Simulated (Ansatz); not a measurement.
W(S)2(NH2)(SH) (H3NS3W), SMILES [NH2][W](=[S])(=[S])[SH], multiplicity 1.

The structure is a stationary point at PBE0-D3(BJ)/def2-SVP. The spin state was assumed, not searched. The structure was generated by enumeration; whether it is a known compound was not checked. The def2 effective core potentials stand for the cores of W; spin–orbit coupling is left out. Other conformers were not sampled.

Two levels are set side by side: PBE/def2-SVPD (Ansatz, a program for electronic structure) and CAM-B3LYP/def2-SVPD (Ansatz). Energy differences of separate SCF runs at the same geometry; the states with an electron removed or added have multiplicity 2 and 2. Differences are taken from unrounded values.

| quantity | CAM-B3LYP |
|---|---|
| vertical ionisation energy (eV) | 9.22 |
| vertical electron affinity (eV) | 1.55 |
| vertical singlet–triplet gap (eV) | 2.44 |

Task: What does PBE give, and how far is it from CAM-B3LYP? (The exact figures need the calculation; the answer reports its results.)

Result: 
```tsv
quantity	PBE	PBE minus CAM-B3LYP
vertical ionisation energy (eV)	8.82	-0.40
vertical electron affinity (eV)	1.18	-0.37
vertical singlet–triplet gap (eV)	2.57	0.14
```
